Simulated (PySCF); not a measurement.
PySCF input file for F₅HOW, SMILES [F][W]([F])([OH])([F])([F])[F], multiplicity 1, B3LYP-D3(BJ)/def2-SVP. Geometry: B3LYP-D3(BJ)/def2-SVP. The spin state was assumed, not searched. The isomer is the one that the SMILES or the coordinates give; other isomers of the formula were not compared. The def2 effective core potentials stand for the cores of W; spin–orbit coupling is left out. Other conformers were not sampled.

```python
import numpy as np
from pyscf import gto, scf, dft, df
from pyscf.hessian import thermo

mol = gto.M(
    atom='''
    W    -0.00000000    0.00000000    0.01400400
    F     0.00000002   -0.00000000   -1.84401179
    F    -1.31516165    1.31516165   -0.05678501
    F     1.31516165    1.31516165   -0.05678497
    F    -1.31516165   -1.31516165   -0.05678500
    F     1.31516166   -1.31516165   -0.05678496
    O    -0.00000002    0.00000000    1.84903840
    H    -0.00000004    0.00000001    2.81176212
    ''',
    basis='def2-SVP',
    ecp={'W': 'def2-svp'},
    charge=0,
    spin=0,
    max_memory=1600,
    verbose=3,
)
mf = dft.RKS(mol, xc='b3lyp').density_fit(auxbasis='def2-universal-jkfit')
mf.disp = 'd3bj'
mf.grids.level = 3
mf.conv_tol = 1e-11
mf.max_cycle = 100
mf.kernel()

# [left out here: the lines that compute and print the analytic Hessian (its translational invariance restored by hand, since the grid's response is missing), thermochemistry and intensities]
```

It prints:

```
converged SCF energy = -641.986236472408

WARN: DFTD3 does not support analytical Hessian, using finite difference


WARN: Mole.unit (angstrom) is changed to Bohr

Mode                                 0                   1                   2
Irrep
Freq [cm^-1]                       86.9097             86.9097            165.0378
Reduced mass [au]                   2.4455              2.4455             18.9984
Force const [Dyne/A]                0.0109              0.0109              0.3049
Char temp [K]                     125.0437            125.0438            237.4527
Normal mode                   x     y     z       x     y     z       x     y     z
       0   W                -0.01 -0.01  0.00    0.01 -0.01  0.00   -0.00  0.00  0.00
       1   F                 0.08  0.08  0.00   -0.08  0.08  0.00    0.00 -0.00  0.00
       2   F                -0.05 -0.05 -0.00    0.00 -0.00  0.01    0.00 -0.00 -0.11
       3   F                -0.00 -0.00  0.01    0.05 -0.05  0.00    0.00  0.00  0.11
       4   F                -0.00 -0.00 -0.01    0.05 -0.05 -0.00   -0.00 -0.00  0.11
       5   F                -0.05 -0.05  0.00    0.00 -0.00 -0.01   -0.00  0.00 -0.11
       6   O                 0.07  0.07  0.00   -0.07  0.07  0.00    0.00 -0.00  0.00
       7   H                 0.45  0.42  0.00   -0.42  0.45  0.00    0.00 -0.00  0.00
Mode                                 3                   4                   5
Irrep
Freq [cm^-1]                      191.6321            191.6322            264.6300
Reduced mass [au]                   4.3921              4.3921             22.6838
Force const [Dyne/A]                0.0950              0.0950              0.9359
Char temp [K]                     275.7160            275.7161            380.7437
Normal mode                   x     y     z       x     y     z       x     y     z
       0   W                -0.02 -0.02  0.00   -0.02  0.02 -0.00    0.00 -0.00 -0.03
       1   F                 0.00  0.01  0.00    0.01 -0.00 -0.00   -0.00  0.00 -0.03
       2   F                 0.09  0.09  0.00   -0.01  0.02 -0.01   -0.00  0.00  0.10
       3   F                -0.02 -0.01  0.01    0.09 -0.09  0.00    0.00  0.00  0.10
       4   F                -0.02 -0.01 -0.01    0.09 -0.09 -0.00   -0.00 -0.00  0.10
       5   F                 0.09  0.09 -0.00   -0.01  0.02  0.01    0.00 -0.00  0.10
       6   O                 0.01  0.01  0.00    0.01 -0.01 -0.00   -0.00  0.00 -0.04
       7   H                 0.28  0.33  0.00    0.33 -0.28 -0.00   -0.00  0.00 -0.04
Mode                                 6                   7                   8
Irrep
Freq [cm^-1]                      302.5153            315.5874            315.5874
Reduced mass [au]                  18.9984              7.9392              7.9392
Force const [Dyne/A]                1.0244              0.4659              0.4659
Char temp [K]                     435.2521            454.0600            454.0600
Normal mode                   x     y     z       x     y     z       x     y     z
       0   W                -0.00 -0.00 -0.00    0.01  0.01 -0.00    0.01 -0.01  0.00
       1   F                 0.00  0.00 -0.00   -0.10 -0.11 -0.00   -0.11  0.10  0.00
       2   F                 0.08  0.08  0.00   -0.02 -0.01  0.01    0.01 -0.01 -0.11
       3   F                -0.08  0.08 -0.00    0.01  0.01  0.11   -0.01  0.02  0.01
       4   F                 0.08 -0.08  0.00    0.01  0.01 -0.11   -0.01  0.02 -0.01
       5   F                -0.08 -0.08  0.00   -0.02 -0.01 -0.01    0.01 -0.01  0.11
       6   O                -0.00 -0.00 -0.00    0.03  0.04  0.00    0.04 -0.03  0.00
       7   H                -0.00 -0.00 -0.00    0.18  0.21  0.00    0.21 -0.18 -0.00
Mode                                 9                  10                  11
Irrep
Freq [cm^-1]                      400.4707            400.4707            673.4412
Reduced mass [au]                   2.8714              2.8714             18.9984
Force const [Dyne/A]                0.2713              0.2713              5.0765
Char temp [K]                     576.1881            576.1881            968.9320
Normal mode                   x     y     z       x     y     z       x     y     z
       0   W                -0.01 -0.01 -0.00   -0.01  0.01 -0.00    0.00 -0.00 -0.00
       1   F                 0.02  0.02 -0.00    0.02 -0.02 -0.00   -0.00  0.00  0.00
       2   F                 0.01  0.02 -0.00   -0.02  0.02 -0.04    0.08 -0.08  0.01
       3   F                -0.02 -0.02  0.04    0.02 -0.01 -0.00    0.08  0.08 -0.01
       4   F                -0.02 -0.02 -0.04    0.02 -0.01  0.00   -0.08 -0.08 -0.01
       5   F                 0.01  0.02  0.00   -0.02  0.02  0.04   -0.08  0.08  0.01
       6   O                 0.14  0.12  0.00    0.12 -0.14  0.00    0.00 -0.00 -0.00
       7   H                -0.42 -0.36 -0.00   -0.36  0.42  0.00    0.00 -0.00 -0.00
Mode                                12                  13                  14
Irrep
Freq [cm^-1]                      684.6258            711.0197            711.0198
Reduced mass [au]                  19.0362             20.5117             20.5117
Force const [Dyne/A]                5.2570              6.1096              6.1096
Char temp [K]                     985.0241           1022.9991           1022.9991
Normal mode                   x     y     z       x     y     z       x     y     z
       0   W                -0.00  0.00 -0.01    0.02  0.02  0.00   -0.02  0.02  0.00
       1   F                 0.00 -0.00  0.17   -0.00 -0.00 -0.00    0.00 -0.00 -0.00
       2   F                -0.05  0.05 -0.00    0.00 -0.00  0.00    0.10 -0.10  0.01
       3   F                 0.05  0.05 -0.00   -0.10 -0.10  0.01    0.00  0.00 -0.00
       4   F                -0.05 -0.05 -0.00   -0.10 -0.10 -0.01    0.00  0.00  0.00
       5   F                 0.05 -0.05 -0.00    0.00 -0.00 -0.00    0.10 -0.10 -0.01
       6   O                 0.00 -0.00 -0.03   -0.00 -0.01 -0.00    0.01 -0.00 -0.00
       7   H                -0.00  0.00 -0.03    0.05  0.05 -0.00   -0.05  0.05 -0.00
Mode                                15                  16                  17
Irrep
Freq [cm^-1]                      737.0775            810.5533           3916.9785
Reduced mass [au]                  19.3008              9.2365              1.0705
Force const [Dyne/A]                6.1781              3.5754              9.6766
Char temp [K]                    1060.4904           1166.2057           5635.6600
Normal mode                   x     y     z       x     y     z       x     y     z
       0   W                -0.00  0.00 -0.02   -0.00  0.00 -0.02   -0.00  0.00  0.00
       1   F                 0.00 -0.00  0.14   -0.00 -0.00 -0.03    0.00 -0.00  0.00
       2   F                 0.06 -0.06  0.00   -0.02  0.02 -0.00    0.00 -0.00  0.00
       3   F                -0.06 -0.06  0.00    0.02  0.02 -0.00   -0.00 -0.00  0.00
       4   F                 0.06  0.06  0.00   -0.02 -0.02 -0.00    0.00  0.00  0.00
       5   F                -0.06  0.06  0.00    0.02 -0.02 -0.00   -0.00  0.00  0.00
       6   O                 0.00 -0.00  0.05    0.00 -0.00  0.22    0.00 -0.00 -0.06
       7   H                -0.00  0.00  0.05    0.00 -0.00  0.23    0.00 -0.00  0.96
temperature 298.1500 [K]
pressure 101325.00 [Pa]
Rotational constants [GHz] 1.95180 1.95180 1.92244
Symmetry number 4
Zero-point energy (ZPE) 0.02498 [Eh]   65591.837 [J/mol]
                           tot       elec      trans        rot        vib
Entropy [J/mol/K]       385.261      0.000    179.707    106.358     99.195
Cv [J/mol/K]            124.889      0.000     12.472     12.472     99.945
Cp [J/mol/K]            133.203      0.000     20.786     12.472     99.945
Internal energy [J/mol]                      3718.434   3718.434  81927.825
Internal energy [Eh]   -641.95220  -641.98624
Enthalpy [J/mol]                             6197.391   3718.434  81927.825
Enthalpy [Eh]          -641.95126
Gibbs free energy [J/mol]                  -47382.381 -27992.338  52352.807
Gibbs free energy [Eh] -641.99501
static polarisability / bohr^3: [[39.594 -0.    -0.   ]
 [-0.    39.594 -0.   ]
 [-0.    -0.    49.194]]
largest difference of analytic and finite-field dipole derivatives / e: 0.0013502013023405368
mode   freq/cm-1   IR/(km/mol)   Raman/(A^4/amu)   depolarisation
   1       86.91        28.878             1.621            0.750
   2       86.91        28.878             1.621            0.750
   3      165.04         0.000             0.005            0.750
   4      191.63         0.415             0.766            0.750
   5      191.63         0.415             0.766            0.750
   6      264.63        36.059             0.012            0.728
   7      302.52         0.000             2.417            0.750
   8      315.59        23.181             3.710            0.750
   9      315.59        23.181             3.710            0.750
  10      400.47       105.542             0.035            0.750
  11      400.47       105.542             0.035            0.750
  12      673.44         0.000             3.568            0.750
  13      684.63        38.449             3.774            0.569
  14      711.02       285.494             0.050            0.750
  15      711.02       285.494             0.050            0.750
  16      737.08       144.242            10.258            0.013
  17      810.55       102.856            22.131            0.076
  18     3916.98       552.504           155.063            0.350
max |gradient| / (hartree/bohr): 0.00019591117457931796
APT charges: [ 3.9909 -0.6876 -0.6875 -0.6875 -0.6875 -0.6875 -1.0293  0.4761]
```

The calculation finished and met its thresholds.
